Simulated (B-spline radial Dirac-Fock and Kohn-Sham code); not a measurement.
How the binding energies of Ru⁴⁺ add up

System: Ru⁴⁺ in the configuration [Kr] 4d4; nuclear rms radius 4.4809 fm (A = 102).

Input file task.json (cfg lists n, l and occupation; rrms is the nuclear radius in fm):

```json
{"items": [{
  "Z": 44,
  "q": 4,
  "cfg": [[1, 0, 2], [2, 0, 2], [2, 1, 6], [3, 0, 2], [3, 1, 6], [3, 2, 10], [4, 0, 2], [4, 1, 6], [4, 2, 4]],
  "A": 102,
  "rrms": 4.4809,
  "do": ["binding"]
}]}
```

Command: `python xray_run.py task.json out`

Level of theory: Dirac-Fock (average of configuration) total-energy differences with a finite nucleus, the Breit interaction including its frequency dependence, and self-energy and vacuum-polarisation corrections; a radial atomic solver. No correlation. Energies are counted from the vacuum level.

All terms are in eV, carry their sign (relaxation lowers the binding energy) and add up to the binding energy; ⟨r⟩ is the mean radius of the orbital in the initial state.

```
subshell  −ε (Koopmans)  relaxation   Breit     QED  binding energy  ⟨r⟩ (bohr)
       K        22303.9      -57.43  -42.17  -21.11         22183.2       0.033
      L1         3332.0      -28.65   -3.64   -2.50          3297.2       0.145
      L2         3072.6      -31.68   -6.21    0.23          3034.9       0.124
      L3         2940.9      -30.84   -4.11   -0.03          2905.9       0.128
      M1          664.9       -9.75   -0.46   -0.47           654.2       0.400
      M2          562.9      -10.04   -0.86    0.04           552.1       0.394
      M3          539.8       -9.72   -0.49    0.00           529.6       0.404
      M4          360.4      -10.84   -0.20    0.05           349.4       0.381
      M5          356.0      -10.70   -0.04    0.03           345.3       0.384
      N1          144.8       -1.88   -0.07   -0.08           142.8       1.009
      N2          110.8       -1.67   -0.12    0.01           109.0       1.082
      N3          107.0       -1.57   -0.06    0.00           105.4       1.107
    N4,5          59.13       -0.93    0.01    0.01           58.22       1.373
```

For the deepest level, K (1s), the Breit terms make up -0.190 % of the binding energy, QED -0.095 % and orbital relaxation -0.259 %.

Spin-orbit splittings: 2p 129.0 eV, 3p 22.50 eV, 3d 4.17 eV, 4p 3.60 eV.

Going to the tabulated ground configuration of the next ion removes an electron from N4,5 (4d), computed at 58.22 eV. NIST lists 59 ± 1.9 eV as the ionisation energy of this species (theoretical), +0.78 eV from the computed value, within the stated uncertainty.
